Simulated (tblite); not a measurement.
Record of a relaxation.

Compound: C₅H₁₀S₂Se.
Numbering: `[CH3:1][Se:2][C@@H:3]1[CH2:4][CH2:5][CH2:6][S:7][S:8]1` (hydrogens: H9, H10, H11 on C1; H12 on C3; H13, H14 on C4; H15, H16 on C5; H17, H18 on C6)

Computed with GFN2-xTB (tblite), gas phase: L-BFGS steps from a force-field or distance-geometry start until the largest atomic force falls under 0.01 eV/Å. 8 of its 55 geometries are shown.

Step 0: E = -693.2332 eV, largest atomic force 1.433 eV/Å
```
atom  x, y, z in Å  |  force x, y, z in eV/Å
C1      3.340    0.041   -0.382    0.228  -0.015  -0.636
Se2     2.226    0.000    1.217    0.537   0.031  -0.016
C3      0.566   -0.004    0.221   -0.904   0.651   0.218
C4     -0.595    0.404    1.144    0.024  -0.322   0.746
C5     -1.919    0.616    0.413   -0.370   0.491  -0.221
C6     -2.413   -0.639   -0.325   -0.552   0.307   0.476
S7     -1.309   -1.026   -1.725    0.680  -0.669   1.044
S8      0.277   -1.670   -0.441   -0.783   0.410  -1.128
H9      3.116    0.961   -0.960    0.107  -0.472   0.357
H10     4.397    0.047   -0.084   -0.391  -0.037  -0.053
H11     3.128   -0.851   -1.009    0.119   0.503   0.455
H12     0.639    0.733   -0.609    0.097  -0.475   0.255
H13    -0.736   -0.380    1.946    0.205   0.604  -0.739
H14    -0.324    1.345    1.663   -0.037  -0.354  -0.220
H15    -1.810    1.461   -0.318   -0.093  -0.692   0.506
H16    -2.694    0.921    1.157    0.481  -0.204  -0.464
H17    -2.472   -1.497    0.380    0.161   0.376  -0.572
H18    -3.425   -0.453   -0.726    0.490  -0.134  -0.007
```

Step 8: E = -693.4543 eV, largest atomic force 0.109 eV/Å
```
atom  x, y, z in Å  |  force x, y, z in eV/Å
C1      3.355    0.043   -0.400    0.003  -0.004   0.040
Se2     2.256    0.006    1.210    0.001   0.008  -0.011
C3      0.538    0.017    0.243   -0.017   0.025  -0.027
C4     -0.606    0.406    1.161   -0.041  -0.003  -0.038
C5     -1.932    0.622    0.421    0.032  -0.044  -0.010
C6     -2.431   -0.622   -0.301    0.016  -0.012   0.006
S7     -1.317   -1.083   -1.675    0.057  -0.022   0.019
S8      0.263   -1.635   -0.512   -0.013   0.009  -0.022
H9      3.128    0.951   -0.954    0.038  -0.007  -0.023
H10     4.394    0.041   -0.087    0.026  -0.002  -0.011
H11     3.135   -0.842   -0.991    0.013  -0.006  -0.014
H12     0.646    0.716   -0.590    0.010   0.091  -0.006
H13    -0.728   -0.371    1.920   -0.008  -0.022   0.037
H14    -0.330    1.337    1.668   -0.016  -0.040   0.018
H15    -1.814    1.429   -0.306   -0.007   0.011   0.002
H16    -2.689    0.928    1.149    0.025   0.007  -0.030
H17    -2.473   -1.484    0.364   -0.096   0.002   0.051
H18    -3.404   -0.453   -0.756   -0.023   0.008   0.018
```

Step 15: E = -693.4627 eV, largest atomic force 0.068 eV/Å
```
atom  x, y, z in Å  |  force x, y, z in eV/Å
C1      3.371    0.041   -0.399    0.025  -0.004  -0.049
Se2     2.259    0.018    1.200    0.038   0.022   0.041
C3      0.540    0.038    0.236   -0.023   0.036  -0.006
C4     -0.611    0.396    1.159    0.014   0.001   0.038
C5     -1.933    0.613    0.418    0.000   0.037   0.008
C6     -2.444   -0.632   -0.293   -0.052   0.013   0.035
S7     -1.331   -1.114   -1.659    0.025  -0.008  -0.047
S8      0.286   -1.611   -0.531   -0.005  -0.024   0.022
H9      3.159    0.946   -0.966    0.013  -0.013   0.007
H10     4.412    0.034   -0.087   -0.028  -0.013   0.026
H11     3.149   -0.846   -0.989    0.018   0.006   0.005
H12     0.645    0.763   -0.576   -0.024   0.015  -0.026
H13    -0.729   -0.386    1.915    0.011  -0.050  -0.045
H14    -0.346    1.319    1.685    0.000   0.024   0.005
H15    -1.812    1.417   -0.312    0.019  -0.008  -0.035
H16    -2.687    0.935    1.140   -0.008  -0.018   0.015
H17    -2.532   -1.477    0.388    0.015  -0.034   0.008
H18    -3.406   -0.445   -0.765   -0.038   0.017  -0.003
```

Step 23: E = -693.4659 eV, largest atomic force 0.043 eV/Å
```
atom  x, y, z in Å  |  force x, y, z in eV/Å
C1      3.382    0.038   -0.401    0.026   0.002  -0.034
Se2     2.263    0.042    1.194   -0.025   0.012  -0.001
C3      0.539    0.057    0.231   -0.014  -0.005  -0.010
C4     -0.613    0.394    1.160    0.019  -0.015   0.007
C5     -1.935    0.610    0.418    0.011   0.031   0.008
C6     -2.454   -0.635   -0.288   -0.014   0.024   0.032
S7     -1.338   -1.124   -1.652   -0.007   0.013  -0.023
S8      0.285   -1.599   -0.525    0.026  -0.004   0.000
H9      3.183    0.941   -0.975    0.019  -0.009  -0.001
H10     4.418    0.023   -0.075   -0.004   0.000   0.007
H11     3.163   -0.850   -0.990   -0.009   0.003   0.027
H12     0.633    0.783   -0.583   -0.009  -0.013   0.001
H13    -0.722   -0.412    1.893   -0.003   0.020  -0.005
H14    -0.358    1.311    1.703   -0.011  -0.026   0.001
H15    -1.807    1.406   -0.321   -0.003   0.009  -0.001
H16    -2.687    0.941    1.140   -0.005  -0.015  -0.009
H17    -2.546   -1.481    0.393    0.002  -0.003  -0.003
H18    -3.416   -0.437   -0.760    0.001  -0.024   0.003
```

Step 31: E = -693.4674 eV, largest atomic force 0.034 eV/Å
```
atom  x, y, z in Å  |  force x, y, z in eV/Å
C1      3.393    0.038   -0.401    0.007  -0.004  -0.009
Se2     2.259    0.071    1.183   -0.012   0.016   0.014
C3      0.534    0.062    0.222   -0.003   0.006   0.004
C4     -0.616    0.390    1.160    0.012  -0.011   0.001
C5     -1.938    0.614    0.420    0.008  -0.002   0.011
C6     -2.457   -0.633   -0.283   -0.009   0.006   0.011
S7     -1.343   -1.118   -1.651   -0.005  -0.002  -0.034
S8      0.287   -1.595   -0.534    0.007   0.014   0.011
H9      3.214    0.936   -0.990    0.002  -0.018   0.003
H10     4.424    0.014   -0.060   -0.007  -0.008  -0.003
H11     3.165   -0.857   -0.976    0.009   0.009   0.001
H12     0.616    0.785   -0.596   -0.006   0.003   0.014
H13    -0.723   -0.426    1.882   -0.013   0.007  -0.013
H14    -0.363    1.296    1.720    0.008  -0.007  -0.032
H15    -1.807    1.409   -0.320   -0.014  -0.013   0.021
H16    -2.690    0.944    1.141    0.004  -0.004  -0.005
H17    -2.541   -1.480    0.397    0.011   0.004   0.010
H18    -3.422   -0.445   -0.751    0.001   0.003  -0.005
```

Step 39: E = -693.4679 eV, largest atomic force 0.016 eV/Å
```
atom  x, y, z in Å  |  force x, y, z in eV/Å
C1      3.397    0.036   -0.400   -0.001  -0.003  -0.003
Se2     2.256    0.088    1.180    0.002  -0.008  -0.002
C3      0.532    0.065    0.219    0.002   0.009   0.001
C4     -0.617    0.387    1.158    0.004   0.007   0.000
C5     -1.940    0.614    0.421   -0.002  -0.003   0.003
C6     -2.457   -0.633   -0.282   -0.003  -0.003  -0.002
S7     -1.346   -1.115   -1.654    0.003   0.002  -0.012
S8      0.288   -1.591   -0.540    0.009   0.006   0.000
H9      3.226    0.930   -0.996    0.003  -0.007   0.001
H10     4.427    0.007   -0.054   -0.007  -0.001   0.000
H11     3.168   -0.861   -0.970   -0.001  -0.002   0.008
H12     0.608    0.792   -0.596   -0.001  -0.001  -0.005
H13    -0.727   -0.430    1.878    0.008   0.013  -0.005
H14    -0.361    1.293    1.716   -0.003   0.003   0.006
H15    -1.812    1.411   -0.316   -0.006  -0.005   0.008
H16    -2.691    0.941    1.145   -0.001  -0.004   0.002
H17    -2.535   -1.480    0.400   -0.003  -0.002  -0.002
H18    -3.423   -0.448   -0.748   -0.005  -0.003   0.002
```

Step 46: E = -693.4689 eV, largest atomic force 0.050 eV/Å
```
atom  x, y, z in Å  |  force x, y, z in eV/Å
C1      3.403    0.018   -0.395    0.005  -0.001   0.006
Se2     2.249    0.117    1.173    0.001  -0.005  -0.001
C3      0.529    0.090    0.204    0.006   0.014   0.006
C4     -0.616    0.398    1.152   -0.010  -0.010   0.015
C5     -1.949    0.607    0.430   -0.020  -0.001  -0.010
C6     -2.456   -0.639   -0.282    0.005  -0.013  -0.008
S7     -1.347   -1.101   -1.666   -0.022   0.034   0.029
S8      0.300   -1.564   -0.564   -0.011   0.006   0.004
H9      3.251    0.903   -1.009    0.000  -0.021  -0.005
H10     4.428   -0.015   -0.034    0.006  -0.002  -0.011
H11     3.169   -0.889   -0.947    0.002   0.016   0.002
H12     0.595    0.823   -0.605    0.019   0.001  -0.011
H13    -0.710   -0.419    1.872    0.012  -0.026   0.010
H14    -0.366    1.305    1.712   -0.002   0.013  -0.015
H15    -1.847    1.415   -0.299    0.008   0.004  -0.002
H16    -2.695    0.913    1.168   -0.019  -0.005  -0.008
H17    -2.521   -1.495    0.391    0.002   0.009   0.004
H18    -3.428   -0.459   -0.738    0.020  -0.014  -0.007
```

Step 54: E = -693.4698 eV, largest atomic force 0.009 eV/Å
```
atom  x, y, z in Å  |  force x, y, z in eV/Å
C1      3.411    0.001   -0.389    0.001  -0.003  -0.005
Se2     2.246    0.140    1.167    0.000   0.001   0.008
C3      0.527    0.113    0.193    0.004   0.003   0.006
C4     -0.617    0.406    1.147   -0.001  -0.002   0.005
C5     -1.961    0.601    0.439   -0.002  -0.002  -0.006
C6     -2.455   -0.646   -0.281    0.001  -0.002  -0.007
S7     -1.348   -1.077   -1.674   -0.003   0.003   0.004
S8      0.306   -1.537   -0.583    0.000   0.003  -0.002
H9      3.272    0.874   -1.023   -0.001   0.003  -0.003
H10     4.432   -0.036   -0.021    0.002   0.001  -0.005
H11     3.171   -0.912   -0.927    0.002  -0.007  -0.001
H12     0.592    0.850   -0.613    0.002   0.002   0.003
H13    -0.691   -0.414    1.867   -0.006  -0.005   0.005
H14    -0.375    1.318    1.703   -0.003   0.003   0.003
H15    -1.875    1.417   -0.282   -0.003   0.001  -0.004
H16    -2.708    0.887    1.184    0.004   0.005  -0.002
H17    -2.506   -1.507    0.386    0.005   0.002  -0.005
H18    -3.430   -0.475   -0.733   -0.003  -0.005   0.006
```

**Question.** Summarise the path.

**Answer.** The energy falls by 22.82 kJ/mol from step 0 to step 54; nine tenths of that is first reached at step 4. It falls at every step. The largest force goes from 1.433 to 0.009 eV/Å. Among the bonds S7–S8 changes most, from 2.140 to 2.034 Å; the atoms move by 0.105 Å rms after alignment.

**Question.** Follow the three bonds and two angles with the largest change from start to end.

**Answer.** 
| step | E above end (kJ/mol) | largest force (eV/Å) | S7–S8 (Å) | Se2–C3 (Å) | C4–H13 (Å) | C6–S7–S8 (°) | C3–S8–S7 (°) |
| --- | --- | --- | --- | --- | --- | --- | --- |
| 0 | 22.82 | 1.433 | 2.140 | 1.936 | 1.130 | 92.9 | 93.5 |
| 2 | 3.24 | 0.378 | 2.036 | 1.972 | 1.089 | 95.4 | 94.7 |
| 5 | 2.01 | 0.172 | 2.030 | 1.970 | 1.096 | 96.0 | 95.5 |
| 7 | 1.60 | 0.113 | 2.036 | 1.970 | 1.093 | 96.4 | 96.0 |
| 9 | 1.37 | 0.094 | 2.038 | 1.974 | 1.093 | 96.5 | 96.2 |
| 12 | 0.96 | 0.087 | 2.032 | 1.977 | 1.095 | 97.1 | 96.6 |
| 14 | 0.77 | 0.081 | 2.032 | 1.973 | 1.095 | 97.5 | 96.9 |
| 16 | 0.61 | 0.061 | 2.035 | 1.971 | 1.093 | 97.8 | 97.1 |
| 19 | 0.49 | 0.039 | 2.035 | 1.975 | 1.094 | 98.0 | 97.2 |
| 21 | 0.44 | 0.052 | 2.033 | 1.976 | 1.095 | 97.9 | 97.3 |
| 23 | 0.38 | 0.043 | 2.033 | 1.975 | 1.095 | 97.8 | 97.3 |
| 26 | 0.33 | 0.034 | 2.035 | 1.973 | 1.094 | 97.8 | 97.3 |
| 28 | 0.29 | 0.047 | 2.035 | 1.974 | 1.094 | 97.8 | 97.1 |
| 31 | 0.23 | 0.034 | 2.034 | 1.974 | 1.095 | 98.0 | 97.0 |
| 33 | 0.21 | 0.024 | 2.035 | 1.974 | 1.094 | 98.0 | 97.0 |
| 35 | 0.19 | 0.016 | 2.035 | 1.974 | 1.094 | 98.0 | 97.0 |
| 38 | 0.18 | 0.014 | 2.034 | 1.974 | 1.094 | 98.0 | 97.0 |
| 40 | 0.18 | 0.020 | 2.034 | 1.974 | 1.094 | 98.0 | 97.0 |
| 42 | 0.16 | 0.030 | 2.035 | 1.974 | 1.094 | 98.0 | 97.0 |
| 45 | 0.11 | 0.042 | 2.035 | 1.974 | 1.093 | 98.0 | 97.0 |
| 47 | 0.06 | 0.045 | 2.034 | 1.974 | 1.094 | 97.9 | 97.1 |
| 49 | 0.03 | 0.026 | 2.034 | 1.974 | 1.095 | 97.9 | 97.1 |
| 52 | 0.01 | 0.020 | 2.034 | 1.974 | 1.094 | 97.9 | 97.0 |
| 54 | 0.00 | 0.009 | 2.034 | 1.975 | 1.094 | 97.9 | 97.0 |

The cost below is that of the whole relaxation. Hardware: an Arm Neoverse V1 with one thread, shared host. Cost: 0.47 s.
